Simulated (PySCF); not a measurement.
A GIAO shielding run with PySCF 2.14 (density fitting, non-relativistic, gas phase) on `C=CC[C@H](C#CC)SCC`, C$_{9}$H$_{14}$S:

```
{"job": {"kind": "nmr", "xc": "PBE0", "basis": "pcSseg-1"}, "charge": 0, "multiplicity": 1}
C      3.038117    -1.008097     0.285278
C      2.331134    -0.902953    -0.823590
C      0.844929    -1.051583    -0.894470
C      0.197279     0.279491    -1.298123
C      0.301089     1.263151    -0.250377
C      0.311641     2.039948     0.664286
C      0.376387     2.999156     1.743854
S     -1.571973     0.063152    -1.801723
C     -2.393268    -0.291179    -0.209230
C     -2.629969    -1.773662     0.014527
H      2.575062    -1.225928     1.233985
H      4.107811    -0.886766     0.293662
H      2.817447    -0.679152    -1.764616
H      0.584405    -1.802001    -1.645629
H      0.456981    -1.367944     0.075672
H      0.656821     0.657965    -2.216456
H      0.816562     3.930759     1.389723
H      0.986878     2.605123     2.556126
H     -0.625426     3.203681     2.121521
H     -3.341991     0.244061    -0.249626
H     -1.769450     0.151292     0.567463
H     -3.234770    -2.183197    -0.791381
H     -1.691643    -2.321495     0.050701
H     -3.155786    -1.924057     0.955978
```

Hardware: 1 thread of an Arm Neoverse V1, shared host. The job also computes population analyses, field gradients.

(1) How large is the calculation?

(2) How long does it take?

## Answers

(1) 84 electrons, 247 basis functions and 1296 auxiliary functions.

(2) 67 s of wall time, with 15 SCF cycles and 5 response iterations. Times on a shared host scatter by some tens of per cent.
